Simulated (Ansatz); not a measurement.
**Molecular dynamics of CH4ClFSi**

Input:

```yaml
crystal:
  periodic: [false, false, false]
  atoms:
    - { symbol: Si, position_ang: [0.022807, 0.01035, 0.00168] }
    - { symbol: H, position_ang: [-0.101359, -0.20495, 1.464097] }
    - { symbol: C, position_ang: [1.761984, 0.003623, -0.628222] }
    - { symbol: H, position_ang: [2.243242, -0.96415, -0.416318] }
    - { symbol: H, position_ang: [1.77707, 0.17046, -1.715816] }
    - { symbol: H, position_ang: [2.351419, 0.798978, -0.14738] }
    - { symbol: Cl, position_ang: [-0.892709, 1.795634, -0.465572] }
    - { symbol: F, position_ang: [-0.812755, -1.169246, -0.732169] }
basis:
  gaussian: { orbitals: def2-SVP }
hamiltonian:
  xc: pbe0
md:
  timestep: 0.5
  n_steps: 150
  ensemble: nvt_langevin
  temperature: 2000.0
  initial_velocities: maxwell_boltzmann
  seed: 597076
  friction: 0.001
```

Command:

```bash
$ ansatz run input.yaml --threads 1 --pin off --max-ram 2048MiB --backend cpu --events-out ev --progress --plain --runs-dir out
```

It starts from a relaxed structure.

Output, in part (one step line in 3, the closing report, with atoms numbered from 0):

```
md step     0: t =     0.00 fs  T =  1750.0 K  F+E_penalty+E_count = -24202.03908998 eV  E_kin = 1.809640 eV  (25 SCF iters)
md step     3: t =     1.50 fs  T =  1487.4 K  F+E_penalty+E_count = -24201.81111457 eV  E_kin = 1.538126 eV  (25 SCF iters)
md step     6: t =     3.00 fs  T =  1232.9 K  F+E_penalty+E_count = -24201.53267901 eV  E_kin = 1.274955 eV  (25 SCF iters)
md step     9: t =     4.50 fs  T =  1151.2 K  F+E_penalty+E_count = -24201.47132461 eV  E_kin = 1.190445 eV  (25 SCF iters)
md step    12: t =     6.00 fs  T =  1163.9 K  F+E_penalty+E_count = -24201.47930980 eV  E_kin = 1.203586 eV  (25 SCF iters)
md step    15: t =     7.50 fs  T =   986.9 K  F+E_penalty+E_count = -24201.31380363 eV  E_kin = 1.020524 eV  (25 SCF iters)
md step    18: t =     9.00 fs  T =   758.5 K  F+E_penalty+E_count = -24201.13058867 eV  E_kin = 0.784325 eV  (25 SCF iters)
md step    21: t =    10.50 fs  T =   868.3 K  F+E_penalty+E_count = -24201.28217275 eV  E_kin = 0.897850 eV  (25 SCF iters)
md step    24: t =    12.00 fs  T =   816.9 K  F+E_penalty+E_count = -24201.21792915 eV  E_kin = 0.844706 eV  (25 SCF iters)
md step    27: t =    13.50 fs  T =   689.0 K  F+E_penalty+E_count = -24201.09517351 eV  E_kin = 0.712486 eV  (25 SCF iters)
md step    30: t =    15.00 fs  T =   801.8 K  F+E_penalty+E_count = -24201.22221078 eV  E_kin = 0.829112 eV  (26 SCF iters)
md step    33: t =    16.50 fs  T =  1024.2 K  F+E_penalty+E_count = -24201.44063364 eV  E_kin = 1.059082 eV  (25 SCF iters)
md step    36: t =    18.00 fs  T =  1003.3 K  F+E_penalty+E_count = -24201.44062497 eV  E_kin = 1.037461 eV  (25 SCF iters)
md step    39: t =    19.50 fs  T =   904.3 K  F+E_penalty+E_count = -24201.33016645 eV  E_kin = 0.935098 eV  (25 SCF iters)
md step    42: t =    21.00 fs  T =  1054.3 K  F+E_penalty+E_count = -24201.53648970 eV  E_kin = 1.090267 eV  (28 SCF iters)
md step    45: t =    22.50 fs  T =  1153.1 K  F+E_penalty+E_count = -24201.60336411 eV  E_kin = 1.192428 eV  (28 SCF iters)
md step    48: t =    24.00 fs  T =  1052.0 K  F+E_penalty+E_count = -24201.47055708 eV  E_kin = 1.087817 eV  (28 SCF iters)
md step    51: t =    25.50 fs  T =   968.8 K  F+E_penalty+E_count = -24201.37289789 eV  E_kin = 1.001797 eV  (28 SCF iters)
md step    54: t =    27.00 fs  T =   895.5 K  F+E_penalty+E_count = -24201.29246910 eV  E_kin = 0.925967 eV  (28 SCF iters)
md step    57: t =    28.50 fs  T =   857.6 K  F+E_penalty+E_count = -24201.19841598 eV  E_kin = 0.886852 eV  (29 SCF iters)
md step    60: t =    30.00 fs  T =   631.1 K  F+E_penalty+E_count = -24201.02162620 eV  E_kin = 0.652643 eV  (28 SCF iters)
md step    63: t =    31.50 fs  T =   657.1 K  F+E_penalty+E_count = -24201.04476372 eV  E_kin = 0.679523 eV  (28 SCF iters)
md step    66: t =    33.00 fs  T =   720.4 K  F+E_penalty+E_count = -24201.04971008 eV  E_kin = 0.744969 eV  (29 SCF iters)
md step    69: t =    34.50 fs  T =   573.1 K  F+E_penalty+E_count = -24200.91548647 eV  E_kin = 0.592680 eV  (25 SCF iters)
md step    72: t =    36.00 fs  T =   626.7 K  F+E_penalty+E_count = -24200.94549068 eV  E_kin = 0.648095 eV  (25 SCF iters)
md step    75: t =    37.50 fs  T =   739.0 K  F+E_penalty+E_count = -24201.05240197 eV  E_kin = 0.764231 eV  (25 SCF iters)
md step    78: t =    39.00 fs  T =   775.6 K  F+E_penalty+E_count = -24201.07568717 eV  E_kin = 0.802058 eV  (25 SCF iters)
md step    81: t =    40.50 fs  T =   646.0 K  F+E_penalty+E_count = -24200.95667622 eV  E_kin = 0.668048 eV  (25 SCF iters)
md step    84: t =    42.00 fs  T =   724.2 K  F+E_penalty+E_count = -24200.99358254 eV  E_kin = 0.748840 eV  (25 SCF iters)
md step    87: t =    43.50 fs  T =   752.7 K  F+E_penalty+E_count = -24201.07974229 eV  E_kin = 0.778396 eV  (25 SCF iters)
md step    90: t =    45.00 fs  T =   683.8 K  F+E_penalty+E_count = -24201.00789571 eV  E_kin = 0.707064 eV  (25 SCF iters)
md step    93: t =    46.50 fs  T =   777.0 K  F+E_penalty+E_count = -24201.07827185 eV  E_kin = 0.803525 eV  (25 SCF iters)
md step    96: t =    48.00 fs  T =   818.2 K  F+E_penalty+E_count = -24201.12205331 eV  E_kin = 0.846033 eV  (25 SCF iters)
md step    99: t =    49.50 fs  T =   760.4 K  F+E_penalty+E_count = -24201.10454939 eV  E_kin = 0.786328 eV  (25 SCF iters)
md step   102: t =    51.00 fs  T =   779.7 K  F+E_penalty+E_count = -24201.11992453 eV  E_kin = 0.806317 eV  (25 SCF iters)
md step   105: t =    52.50 fs  T =   943.3 K  F+E_penalty+E_count = -24201.28599050 eV  E_kin = 0.975464 eV  (25 SCF iters)
md step   108: t =    54.00 fs  T =  1086.5 K  F+E_penalty+E_count = -24201.40374471 eV  E_kin = 1.123485 eV  (25 SCF iters)
md step   111: t =    55.50 fs  T =   971.8 K  F+E_penalty+E_count = -24201.21768112 eV  E_kin = 1.004942 eV  (25 SCF iters)
md step   114: t =    57.00 fs  T =   953.2 K  F+E_penalty+E_count = -24201.24726622 eV  E_kin = 0.985706 eV  (29 SCF iters)
md step   117: t =    58.50 fs  T =  1010.0 K  F+E_penalty+E_count = -24201.32737289 eV  E_kin = 1.044453 eV  (28 SCF iters)
md step   120: t =    60.00 fs  T =   882.7 K  F+E_penalty+E_count = -24201.19191979 eV  E_kin = 0.912765 eV  (29 SCF iters)
md step   123: t =    61.50 fs  T =   693.7 K  F+E_penalty+E_count = -24201.01350372 eV  E_kin = 0.717336 eV  (29 SCF iters)
md step   126: t =    63.00 fs  T =   705.6 K  F+E_penalty+E_count = -24201.03945085 eV  E_kin = 0.729624 eV  (28 SCF iters)
md step   129: t =    64.50 fs  T =   772.0 K  F+E_penalty+E_count = -24201.14495857 eV  E_kin = 0.798309 eV  (28 SCF iters)
md step   132: t =    66.00 fs  T =   683.9 K  F+E_penalty+E_count = -24201.04201229 eV  E_kin = 0.707254 eV  (28 SCF iters)
md step   135: t =    67.50 fs  T =   798.1 K  F+E_penalty+E_count = -24201.18066107 eV  E_kin = 0.825289 eV  (29 SCF iters)
md step   138: t =    69.00 fs  T =  1057.0 K  F+E_penalty+E_count = -24201.45342881 eV  E_kin = 1.093015 eV  (29 SCF iters)
md step   141: t =    70.50 fs  T =  1121.6 K  F+E_penalty+E_count = -24201.54501613 eV  E_kin = 1.159837 eV  (25 SCF iters)
md step   144: t =    72.00 fs  T =  1125.7 K  F+E_penalty+E_count = -24201.57339436 eV  E_kin = 1.164023 eV  (25 SCF iters)
md step   147: t =    73.50 fs  T =  1295.1 K  F+E_penalty+E_count = -24201.72122219 eV  E_kin = 1.339229 eV  (25 SCF iters)
md step   150: t =    75.00 fs  T =  1477.4 K  F+E_penalty+E_count = -24201.83230220 eV  E_kin = 1.527752 eV  (26 SCF iters)
Total energy: -24201.83232585 eV, -889.4009333837 hartree
Atom 0 at     0.096891     0.116605     0.085818 Å, force     0.404222     0.470469     1.071278 eV/Å
Atom 1 at    -0.079636     0.249190     1.580632 Å, force     0.381890     0.149799    -0.430297 eV/Å
Atom 2 at     1.683919    -0.573985    -0.546548 Å, force     0.265012     0.263231     0.301395 eV/Å
Atom 3 at     1.707720    -1.586402    -0.140066 Å, force    -0.335703    -0.703627    -0.459789 eV/Å
Atom 4 at     1.730859    -0.516753    -1.648338 Å, force     0.048811    -0.307457     0.225623 eV/Å
Atom 5 at     2.608164    -0.205004    -0.104994 Å, force     0.259781     0.830695    -0.052896 eV/Å
Atom 6 at    -0.520296     1.850250    -0.801722 Å, force     0.094354     0.298821    -0.145483 eV/Å
Atom 7 at    -0.971926    -0.991827    -0.292436 Å, force    -1.118367    -1.001931    -0.509831 eV/Å
Dipole moment:     0.452840    -0.087953     0.093214 e Å
```

The run went to its last step. The mean temperature of the second half is 56 % below the set value. A run of 0.075 ps of so small a system gives no equilibrium averages.

The same pairs are bonded in the first frame and the last. Pairs count as bonded within 1.25 times the sum of covalent radii (0.12 Å more for H–H).

Last frame:

```xyz
8
Properties=species:S:1:pos:R:3
Si 0.097 0.117 0.086
H -0.080 0.249 1.581
C 1.684 -0.574 -0.546
H 1.708 -1.586 -0.140
H 1.731 -0.517 -1.648
H 2.608 -0.205 -0.105
Cl -0.520 1.850 -0.802
F -0.972 -0.992 -0.292
```

Time of the run: 7.8 min on 1 thread of Arm Neoverse V1, with other jobs on the host, peak memory 0.16 GiB.
